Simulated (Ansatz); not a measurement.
`COB(S)S` and `FB(S)S` differ in one atom or group.

Ansatz, PBE0-D4/def2-TZVP geometries, multiplicity 1. Each molecule was computed in one conformer, which needn't be the lowest.

| property | `COB(S)S` |
| --- | --- |
| HOMO energy (B3LYP/def2-TZVPP) / eV | -7.06 |
| zero-point energy (PBE0-D4/def2-TZVP) / kJ/mol | 175.3 |
| ideal-gas entropy at 298 K and 1 bar (rigid rotor, harmonic PBE0-D4/def2-TZVP) / J/(mol·K) | 351 |
| LUMO energy (B3LYP/def2-TZVPP) / eV | -0.10 |
| HOMO energy (PBE/def2-TZVPP) / eV | -6.12 |
| HOMO energy (ωB97M-V/def2-TZVPP) / eV | -9.47 |

(1) What does the change do to each property? (An estimate is asked.)

## Answers

(1) Ansatz gave: 
```tsv
property	`FB(S)S`	shift
HOMO energy (B3LYP/def2-TZVPP) / eV	-7.43	-0.37
zero-point energy (PBE0-D4/def2-TZVP) / kJ/mol	69.1	-106.2
ideal-gas entropy at 298 K and 1 bar (rigid rotor, harmonic PBE0-D4/def2-TZVP) / J/(mol·K)	304	-47
LUMO energy (B3LYP/def2-TZVPP) / eV	-0.53	-0.43
HOMO energy (PBE/def2-TZVPP) / eV	-6.49	-0.37
HOMO energy (ωB97M-V/def2-TZVPP) / eV	-9.81	-0.34
```

With PBE0 the HOMO falls by 0.36 eV and the LUMO falls by 0.52 eV, so the gap narrows by about 0.16 eV. PBE moves the HOMO by -0.37 eV and ωB97M-V by -0.34 eV. The zero-point energy changes by -106.2 kJ/mol with -12 modes.

Positive LUMOs are unbound, so they and the gaps depend on the basis.

B3LYP here is the variant with VWN-RPA as its local correlation; programs differ in this.
